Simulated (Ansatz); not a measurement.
```yaml
crystal:
  periodic: [false, false, false]
  atoms:
    - {symbol: S, position_ang: [-11.096822, -1.148362, 1.307524]}
    - {symbol: C, position_ang: [-9.361060, -0.890131, 1.449969]}
    - {symbol: C, position_ang: [-8.512075, -0.994248, 0.393444]}
    - {symbol: C, position_ang: [-7.061101, -0.837543, 0.426315]}
    - {symbol: C, position_ang: [-6.312549, -0.642178, 1.614732]}
    - {symbol: C, position_ang: [-4.928801, -0.484621, 1.576651]}
    - {symbol: C, position_ang: [-4.203861, -0.511755, 0.355760]}
    - {symbol: C, position_ang: [-2.758345, -0.330592, 0.377593]}
    - {symbol: C, position_ang: [-1.929990, -0.238818, -0.703693]}
    - {symbol: C, position_ang: [-0.484721, -0.062687, -0.693406]}
    - {symbol: C, position_ang: [0.204127, 0.081416, -1.923941]}
    - {symbol: C, position_ang: [1.587244, 0.252733, -1.969173]}
    - {symbol: C, position_ang: [2.368762, 0.285910, -0.787099]}
    - {symbol: C, position_ang: [3.811205, 0.458690, -0.892465]}
    - {symbol: C, position_ang: [4.716293, 0.478286, 0.128259]}
    - {symbol: C, position_ang: [6.160407, 0.649895, 0.015810]}
    - {symbol: C, position_ang: [6.833265, 0.852991, -1.216076]}
    - {symbol: C, position_ang: [8.217682, 1.010234, -1.275932]}
    - {symbol: C, position_ang: [8.996940, 0.971559, -0.097341]}
    - {symbol: S, position_ang: [10.758539, 1.162965, -0.089362]}
    - {symbol: C, position_ang: [8.346514, 0.771486, 1.139179]}
    - {symbol: C, position_ang: [6.959679, 0.615599, 1.186002]}
    - {symbol: C, position_ang: [1.678168, 0.141859, 0.447685]}
    - {symbol: C, position_ang: [0.298734, -0.026792, 0.493032]}
    - {symbol: C, position_ang: [-4.952144, -0.721077, -0.831020]}
    - {symbol: C, position_ang: [-6.335388, -0.879960, -0.793269]}
    - {symbol: H, position_ang: [-11.414373, -0.743429, 2.566901]}
    - {symbol: H, position_ang: [-8.994186, -0.657011, 2.461808]}
    - {symbol: H, position_ang: [-8.941550, -1.209163, -0.601291]}
    - {symbol: H, position_ang: [-6.822720, -0.620099, 2.589677]}
    - {symbol: H, position_ang: [-4.375961, -0.333371, 2.517612]}
    - {symbol: H, position_ang: [-2.318797, -0.251594, 1.386914]}
    - {symbol: H, position_ang: [-2.376352, -0.291239, -1.711649]}
    - {symbol: H, position_ang: [-0.373033, 0.058631, -2.861962]}
    - {symbol: H, position_ang: [2.090828, 0.362936, -2.942740]}
    - {symbol: H, position_ang: [4.181197, 0.578963, -1.925307]}
    - {symbol: H, position_ang: [4.349139, 0.348378, 1.160861]}
    - {symbol: H, position_ang: [6.259903, 0.891020, -2.154213]}
    - {symbol: H, position_ang: [8.703602, 1.166150, -2.251554]}
    - {symbol: H, position_ang: [10.900938, 1.322383, -1.433928]}
    - {symbol: H, position_ang: [8.933498, 0.738225, 2.069796]}
    - {symbol: H, position_ang: [6.470420, 0.459998, 2.160595]}
    - {symbol: H, position_ang: [2.241794, 0.163158, 1.392420]}
    - {symbol: H, position_ang: [-0.190825, -0.139613, 1.471918]}
    - {symbol: H, position_ang: [-4.437169, -0.767042, -1.802127]}
    - {symbol: H, position_ang: [-6.887031, -1.042170, -1.732920]}
basis:
  gaussian: {orbitals: def2-SVPD, fitting: {mean_field: def2-universal-jkfit}}
total_charge: 1
magnetization: {spin_polarized: true, initial_magnetization: 1}
hamiltonian: {xc: {name: wPBEh}}
output: {forces: true}
```

```sh
$ ansatz run in.yaml --threads 2 --pin off --events-out ev --progress --plain --max-ram 22528MiB --backend cuda --devices 0, --max-vram 18GiB
```

It prints (some lines left out):

```
Functional definition: wPBEh
2416 factors; integrals over basis functions are off by at most 3.4e-1 eV
2416 factors; integrals over basis functions are off by at most 1.9e-7 eV
mean field evaluation 1: about -46777.2702 eV, gradient 8.2e1 eV
mean field evaluation 2: about -46151.3490 eV, gradient 2.5e2 eV
mean field evaluation 4: about -46777.2546 eV, gradient 6.7e1 eV
mean field evaluation 8: about -46819.8361 eV, gradient 2.0e-1 eV
mean field evaluation 16: about -46819.2922 eV, gradient 2.4e-1 eV
mean field -46819.85670861 eV, -1720.5979984028 hartree, gradient 2.9e-5 eV, S^2 0.763240; 2 other end points of the search recorded, 0 dependent functions left out
reference -46819.85685003 eV, -1720.5980035998 hartree; 98, 97 occupied and 596, 597 virtual orbitals, 2416 factors
Total energy: -46819.85685003 eV, -1720.5980035998 hartree
Atom 0 force     0.643358     0.220292     0.247095 eV/Å
Atom 1 force    -0.251561    -0.049641     0.191227 eV/Å
Atom 2 force     0.264140    -0.025381    -0.277458 eV/Å
Atom 3 force    -0.264702    -0.021033     0.039294 eV/Å
Atom 4 force     0.424146     0.088292     0.217166 eV/Å
Atom 5 force    -0.363239    -0.036664     0.239019 eV/Å
Atom 6 force     0.344555     0.050351    -0.032006 eV/Å
Atom 7 force    -0.543287    -0.063322     0.478602 eV/Å
Atom 8 force     0.557032     0.053073    -0.496386 eV/Å
Atom 9 force    -0.402612    -0.050376     0.071429 eV/Å
Atom 10 force     0.413553     0.061866    -0.263508 eV/Å
Atom 11 force    -0.437277    -0.042626    -0.238388 eV/Å
Atom 12 force     0.385117     0.040245     0.053277 eV/Å
Atom 13 force    -0.532142    -0.024617    -0.438884 eV/Å
Atom 14 force     0.495420     0.023780     0.384234 eV/Å
Atom 15 force    -0.241742    -0.028003    -0.003577 eV/Å
Atom 16 force     0.336510     0.056402    -0.207109 eV/Å
Atom 17 force    -0.326692    -0.021034    -0.129329 eV/Å
Atom 18 force     0.093454     0.004373     0.056479 eV/Å
Atom 19 force    -0.610991    -0.033944    -0.303861 eV/Å
Atom 20 force    -0.337112    -0.050109     0.127368 eV/Å
Atom 21 force     0.306785     0.017996     0.167201 eV/Å
Atom 22 force    -0.439937    -0.075072     0.279315 eV/Å
Atom 23 force     0.448740     0.049920     0.241560 eV/Å
Atom 24 force    -0.401551    -0.062069    -0.224505 eV/Å
Atom 25 force     0.398182     0.020347    -0.229078 eV/Å
Atom 26 force     0.048896    -0.110610    -0.236475 eV/Å
Atom 27 force    -0.129888    -0.052517    -0.305906 eV/Å
Atom 28 force     0.134219     0.069306     0.317392 eV/Å
Atom 29 force     0.190103     0.003587    -0.314988 eV/Å
Atom 30 force    -0.202394    -0.056209    -0.283497 eV/Å
Atom 31 force    -0.144780    -0.021171    -0.316947 eV/Å
Atom 32 force     0.146609     0.017111     0.317687 eV/Å
Atom 33 force     0.217798     0.008589     0.281872 eV/Å
Atom 34 force    -0.195759    -0.038491     0.299693 eV/Å
Atom 35 force    -0.119352    -0.038297     0.332494 eV/Å
Atom 36 force     0.118180     0.044170    -0.315859 eV/Å
Atom 37 force     0.216157    -0.010837     0.277094 eV/Å
Atom 38 force    -0.186248    -0.051613     0.310190 eV/Å
Atom 39 force     0.004301    -0.029086     0.270570 eV/Å
Atom 40 force    -0.202996     0.007628    -0.283850 eV/Å
Atom 41 force     0.175221     0.050821    -0.285954 eV/Å
Atom 42 force    -0.216046    -0.021736    -0.295565 eV/Å
Atom 43 force     0.194302     0.053919    -0.301872 eV/Å
Atom 44 force    -0.207142     0.019242     0.293323 eV/Å
Atom 45 force     0.200674     0.053149     0.291423 eV/Å
Dipole moment:    -0.488235     0.034808     0.100084 e Å
```

It took 23 s on 2 threads of AMD EPYC 7R13 on a shared host and a share (18 GiB) of an NVIDIA H100 80GB HBM3, peak host memory 1.7 GiB.

The dipole of an ion depends on the origin.
